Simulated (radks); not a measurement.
Task: The mean radii <r> (bohr) of the occupied orbitals of an atom or ion are listed with their occupations. Method: Dirac Kohn-Sham, BLYP, spin-unpolarised, spherical densities, point nucleus; computed with a radial shooting solver on a logarithmic mesh with Libxc functionals.

| orbital | occ. | <r> |
|---|---|---|
| 1s1/2 | 2 | 0.04149 |
| 2s1/2 | 2 | 0.1832 |
| 2p1/2 | 2 | 0.1573 |
| 2p3/2 | 4 | 0.1613 |
| 3s1/2 | 2 | 0.5214 |
| 3p1/2 | 2 | 0.5213 |
| 3p3/2 | 4 | 0.5310 |
| 3d3/2 | 3.2 | 0.5235 |
| 3d5/2 | 4.8 | 0.5268 |
| 4s1/2 | 2 | 1.406 |
| 4p1/2 | 2 | 1.582 |
| 4p3/2 | 4 | 1.612 |

Name the element and its charge. Open shells, if any, are shared by 2j + 1.

Result: Z = 36, krypton, charge +2: Kr2+ in [Ar] 3d8 4s2 4p6. The 1s radius gives Z: for a bare nucleus <r> = (2 gamma + 1)/(2Z) with gamma = sqrt(1 - (Z/c)^2), 0.04069 bohr for Z = 36, and screening makes it slightly larger (0.04149 here). The occupations add up to 34, and the charge is Z minus that.
